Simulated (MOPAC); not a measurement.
Input file for MOPAC: PM7 on BClFHSe (SMILES FB(Cl)[SeH]), a point of a torsion scan.

```
PM7 1SCF PRECISE CHARGE=0 THREADS=1
BClFHSe

F     -0.93140077 1     1.30085203 1    -0.11949358 1
B     -0.57782875 1     0.03986324 1     0.02143311 1
Cl    -1.79908335 1    -1.14579091 1    -0.10234020 1
Se     1.21089048 1    -0.28814938 1     0.74090910 1
H      1.61295396 1    -1.31246734 1    -0.18738036 1
```

Output:

```
*******************************************************************************
 **                                                                           **
 **                              MOPAC v23.2.5                                **
 **                                                                           **
 *******************************************************************************
 ** MOPAC's Digital Object Identifier: https://doi.org/10.5281/zenodo.6511958 **
 **                                                                           **
 ** Please cite the open-source release paper for use of this MOPAC version:  **
 ** J. E. Moussa and J. J. P. Stewart (2026)                                  **
 ** MOPAC: An open-source semiempirical molecular orbital program             **
 ** J. Open Source Softw., 11(119), 8025, https://doi.org/10.21105/joss.08025 **
 *******************************************************************************

                              PM7 CALCULATION RESULTS

 *******************************************************************************
 *  PM7        - The PM7 Hamiltonian to be used
 *
 *
 *
 *                 CHARGE ON SYSTEM = 0
 *
 *
 *
 *  PRECISE    - TIGHTER CRITERIA TO BE USED
 *  1SCF       - DO 1 SCF AND THEN STOP
 *  THREADS=1  - MULTI-THREADING NOT USED
 *  T=         - A TIME OF 172800.0 SECONDS REQUESTED
 *  DUMP=N     - RESTART FILE WRITTEN EVERY 7200.0 SECONDS REQUESTED
 *******************************************************************************
PM7 1SCF PRECISE CHARGE=0 THREADS=1
 BClFHSe

   ATOM   CHEMICAL          X               Y               Z
  NUMBER   SYMBOL      (ANGSTROMS)     (ANGSTROMS)     (ANGSTROMS)

     1       F         -0.93140077  *   1.30085203  *  -0.11949358  *
     2       B         -0.57782875  *   0.03986324  *   0.02143311  *
     3      Cl         -1.79908335  *  -1.14579091  *  -0.10234020  *
     4      Se          1.21089048  *  -0.28814938  *   0.74090910  *
     5       H          1.61295396  *  -1.31246734  *  -0.18738036  *



          CARTESIAN COORDINATES

    NO.       ATOM           X           Y           Z

     1         F         -0.9314      1.3009     -0.1195
     2         B         -0.5778      0.0399      0.0214
     3        Cl         -1.7991     -1.1458     -0.1023
     4        Se          1.2109     -0.2881      0.7409
     5         H          1.6130     -1.3125     -0.1874

 General Reference for PM7:
 "Optimization of Parameters for Semiempirical Methods VI: More Modifications to the
 NDDO Approximations and Re-optimization of Parameters", J. J. P. Stewart, J. Mol. Mod., 1:32, 19 (2013)
 https://link.springer.com/article/10.1007/s00894-012-1667-x

           Empirical Formula: H F B Cl Se  =     5 atoms



      MOLECULAR POINT GROUP   :   C1


      RHF CALCULATION, NO. OF DOUBLY OCCUPIED LEVELS = 12


 -------------------------------------------------------------------------------
 PM7 1SCF PRECISE CHARGE=0 THREADS=1
 BClFHSe



     1SCF WAS SPECIFIED, SO BFGS WAS NOT USED
     SCF FIELD WAS ACHIEVED


                              PM7 CALCULATION
                                                       MOPAC v23.2.5 Linux




          FINAL HEAT OF FORMATION =       -111.35674 KCAL/MOL =    -465.91658 KJ/MOL


          COSMO AREA              =        112.56 SQUARE ANGSTROMS
          COSMO VOLUME            =         99.44 CUBIC ANGSTROMS

          IONIZATION POTENTIAL    =          8.638653 EV
          HOMO LUMO ENERGIES (EV) =         -8.639 -1.584
          NO. OF FILLED LEVELS    =         12
          MOLECULAR WEIGHT        =        145.2293         POINT GROUP:  C1

          MOLECULAR DIMENSIONS (Angstroms)

            Atom       Atom       Distance
            H     5    F     1     3.64798
           Se     4   Cl     3     2.88925
            F     1   Se     4     0.73845


          SCF CALCULATIONS        =          1





   ATOM   CHEMICAL          X               Y               Z
  NUMBER   SYMBOL      (ANGSTROMS)     (ANGSTROMS)     (ANGSTROMS)

     1       F         -0.93140077  *   1.30085203  *  -0.11949358  *
     2       B         -0.57782875  *   0.03986324  *   0.02143311  *
     3      Cl         -1.79908335  *  -1.14579091  *  -0.10234020  *
     4      Se          1.21089048  *  -0.28814938  *   0.74090910  *
     5       H          1.61295396  *  -1.31246734  *  -0.18738036  *

                             CARTESIAN COORDINATES

   1    F       -0.931400770     1.300852030    -0.119493580
   2    B       -0.577828750     0.039863240     0.021433110
   3   Cl       -1.799083350    -1.145790910    -0.102340200
   4   Se        1.210890480    -0.288149380     0.740909100
   5    H        1.612953960    -1.312467340    -0.187380360


           Empirical Formula: H F B Cl Se  =     5 atoms



      MOLECULAR POINT GROUP   :   C1


                  EIGENVALUES
 -40.90939 -26.03429 -24.03018 -17.37497 -16.87129 -16.25780 -14.64332 -12.58573
 -12.25691 -11.98901 -10.19744  -8.63865  -1.58352  -0.83593   0.36427   1.12469
   2.89156  69.28662  69.37799  69.54027  69.97063  69.97913


              NET ATOMIC CHARGES AND DIPOLE CONTRIBUTIONS

  ATOM NO.   TYPE          CHARGE      No. of ELECS.   s-Pop       p-Pop       d-Pop
    1          F          -0.286826        7.2868     1.94265     5.34417
    2          B           0.382864        2.6171     0.74605     1.87109
    3         Cl          -0.162414        7.1624     1.98758     5.17141     0.00343
    4         Se           0.020064        5.9799     1.93700     4.04294
    5          H           0.046312        0.9537     0.95369
 DIPOLE           X         Y         Z       TOTAL
 POINT-CHG.     2.100    -1.145     0.314     2.412
 HYBRID        -0.809    -0.071    -1.027     1.309
 SUM            1.290    -1.216    -0.713     1.911


          ATOMIC ORBITAL ELECTRON POPULATIONS

     Atom    s        px        py        pz      x^2-y^2     xz        z^2       yz        xy
    1  F   1.94265   1.92530   1.54032   1.87856
    2  B   0.74605   0.86349   0.64000   0.36759
    3 Cl   1.98758   1.63719   1.65830   1.87592   0.00117   0.00019   0.00064   0.00027   0.00116
    4 Se   1.93700   1.19251   1.47840   1.37202
    5  H   0.95369

 **********************
 *                    *
 * JOB ENDED NORMALLY *
 *                    *
 **********************




 == MOPAC DONE ==
```

The run finished.

Cost: very roughly 0.020 core-seconds.
